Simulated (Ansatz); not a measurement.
`c1csc(-c2ccc(-c3ccc(-c4ccc(-c5ccc(-c6ccc(-c7ccc(-c8ccc(-c9cccs9)s8)s7)s6)s5)s4)s3)s2)c1`, relaxed as a singlet with RKS PBE-D4/def2-SVP in Ansatz, starting from the GFN2-xTB geometry. Force threshold 0.03 eV/Å.

Single mean-field runs in def2-SVP are fitted with def2-universal-jkfit.

Start:

Cartesian coordinates in Å:
```
C -6.245 13.797 5.801
C -7.062 12.888 6.397
S -6.621 11.271 6.020
C -5.301 11.824 5.030
C -4.437 10.915 4.351
C -3.325 11.223 3.598
C -2.687 10.103 3.065
C -3.298 8.915 3.393
C -2.917 7.601 3.011
C -3.554 6.410 3.275
C -2.906 5.300 2.730
C -1.758 5.620 2.042
C -0.859 4.751 1.371
C 0.325 5.072 0.745
C 0.972 3.973 0.181
C 0.293 2.785 0.362
C 0.667 1.489 -0.086
C 1.828 1.121 -0.733
C 1.884 -0.237 -1.043
C 0.768 -0.939 -0.642
C 0.503 -2.325 -0.799
C -0.607 -3.038 -0.402
C -0.535 -4.398 -0.707
C 0.633 -4.757 -1.347
C 1.034 -6.049 -1.786
C 0.364 -7.244 -1.635
C 1.045 -8.335 -2.175
C 2.251 -8.001 -2.750
C 3.187 -8.867 -3.376
C 4.389 -8.556 -3.971
C 5.063 -9.669 -4.481
C 4.390 -10.855 -4.286
C 4.787 -12.173 -4.665
C 5.933 -12.568 -5.312
C 5.997 -13.957 -5.521
C 4.909 -14.614 -5.037
S 3.778 -13.546 -4.311
S 2.886 -10.581 -3.456
S 2.544 -6.291 -2.620
S 1.661 -3.370 -1.574
S -0.376 0.113 0.142
S -1.178 3.043 1.255
S -1.475 7.339 2.069
S -4.696 9.195 4.394
C -5.241 13.196 5.022
H -6.353 14.861 5.911
H -7.900 13.069 7.039
H -2.984 12.230 3.442
H -1.804 10.146 2.451
H -4.464 6.359 3.847
H -3.254 4.287 2.828
H 0.700 6.080 0.706
H 1.905 4.040 -0.347
H 2.613 1.816 -0.968
H 2.709 -0.708 -1.547
H -1.440 -2.574 0.097
H -1.313 -5.100 -0.467
H -0.588 -7.325 -1.143
H 0.678 -9.346 -2.153
H 4.760 -7.548 -4.030
H 6.015 -9.610 -4.975
H 6.700 -11.883 -5.624
H 6.816 -14.450 -6.013
H 4.699 -15.665 -5.059
H -4.504 13.749 4.470
```

Problem. Estimate the energy that the relaxation releases and the steps that it takes.

Solution. 58.7 kJ/mol, in 5 steps; 19 s on 4 threads of AMD EPYC 7R13 on a shared host and a share (37 GiB) of an NVIDIA H100 80GB HBM3. No frequencies were taken in this run, so the end may be a saddle point.

Problem. Does the start keep its bonding and symmetry?

Solution. By distances, no bond broke or formed. The bond that changes most is C2–H47, from 1.07 to 1.10 Å (atoms count from 1).

Problem. Predict the relaxed structure.

Solution. 
Cartesian coordinates in Å:
```
C -6.373 13.927 5.896
C -7.183 12.975 6.488
S -6.684 11.369 6.079
C -5.367 11.960 5.086
C -4.475 11.058 4.393
C -3.336 11.373 3.650
C -2.690 10.243 3.099
C -3.318 9.033 3.407
C -2.947 7.696 3.026
C -3.590 6.484 3.292
C -2.927 5.361 2.748
C -1.759 5.685 2.051
C -0.833 4.823 1.368
C 0.369 5.147 0.730
C 1.024 4.038 0.155
C 0.341 2.830 0.338
C 0.719 1.517 -0.113
C 1.891 1.131 -0.773
C 1.939 -0.245 -1.078
C 0.807 -0.954 -0.661
C 0.510 -2.353 -0.795
C -0.626 -3.063 -0.391
C -0.570 -4.441 -0.690
C 0.613 -4.826 -1.332
C 1.006 -6.139 -1.770
C 0.312 -7.345 -1.629
C 0.995 -8.454 -2.174
C 2.228 -8.129 -2.747
C 3.192 -8.986 -3.384
C 4.410 -8.659 -3.987
C 5.101 -9.776 -4.509
C 4.431 -10.986 -4.319
C 4.844 -12.313 -4.718
C 6.012 -12.693 -5.381
C 6.094 -14.094 -5.613
C 4.996 -14.783 -5.131
S 3.852 -13.719 -4.388
S 2.919 -10.716 -3.476
S 2.528 -6.408 -2.598
S 1.659 -3.437 -1.558
S -0.329 0.131 0.121
S -1.137 3.100 1.242
S -1.496 7.419 2.081
S -4.736 9.325 4.396
C -5.343 13.355 5.099
H -6.519 15.007 6.028
H -8.048 13.125 7.146
H -2.982 12.404 3.517
H -1.781 10.297 2.484
H -4.522 6.426 3.871
H -3.281 4.327 2.858
H 0.756 6.175 0.690
H 1.974 4.104 -0.390
H 2.693 1.840 -1.019
H 2.780 -0.730 -1.593
H -1.476 -2.579 0.111
H -1.371 -5.152 -0.449
H -0.666 -7.412 -1.136
H 0.606 -9.482 -2.156
H 4.781 -7.627 -4.044
H 6.073 -9.710 -5.017
H 6.783 -11.974 -5.687
H 6.936 -14.584 -6.120
H 4.792 -15.860 -5.168
H -4.602 13.943 4.541
```
Bond lengths: 35 × C–C 1.38 to 1.45 Å; 18 × C–S 1.73 to 1.75 Å; 20 × C–H 1.10 Å.
